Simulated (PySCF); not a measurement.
Constitutional and geometric isomers with formula CH9NSi2. Gas-phase values, no solvent. One relaxed conformer stands for each flexible species; it need not be the lowest. Strings in code marks are SMILES. Quantity: electronic energy of isomers of CH9NSi2 relative to `C[SiH2]N[SiH3]` (C–Si–N–Si torsion 75°). Level 1: PBE-D3(BJ)/def2-TZVP // PBE0-D4/def2-TZVP (PySCF). Level 2: B3LYP-D3(BJ)/def2-TZVP // PBE0-D4/def2-TZVP (PySCF). B3LYP has the VWN-RPA correlation part, as in Gaussian.

| case | level 1 (kcal/mol) | level 2 (kcal/mol) |
|---|---|---|
| `C[Si@@H](N)[SiH3]` (Si–Si–N–H torsion 161°) | 9.8 | 14.2 |
| `C[SiH2][SiH2]N` (C–Si–Si–N torsion -63°, Si–Si–N–H torsion -53°) | 11.1 | withheld |
| `CN([SiH3])[SiH3]` | 19.8 | 19.5 |
| `[SiH3]CN[SiH3]` (Si–C–N–Si torsion 155°) | 34.0 | 35.8 |
| `NC[SiH2][SiH3]` (H–N–C–Si torsion -64°, N–C–Si–Si torsion -53°) | 40.0 | 46.0 |

Task: Fit level 2 = a + b·x to the 4 complete rows by least squares, with x = level 1 in kcal/mol. Give a, b and the rms residual, and predict the withheld value.

Result: Means of the 4 rows: x̄ = 25.9, ȳ = 28.875 kcal/mol. Σ(x − x̄)² = 560.84 and Σ(x − x̄)(y − ȳ) = 591.01, so b = 1.054 and a = ȳ − b·x̄ = 1.58 kcal/mol. The rms residual is 2.33 kcal/mol. At x = 11.1 the line gives 13.3 kcal/mol. The run for `C[SiH2][SiH2]N` (C–Si–Si–N torsion -63°, Si–Si–N–H torsion -53°) gave 15.5 kcal/mol, so the line is off by 2.2 kcal/mol, within twice the rms residual.

Codes: PySCF.
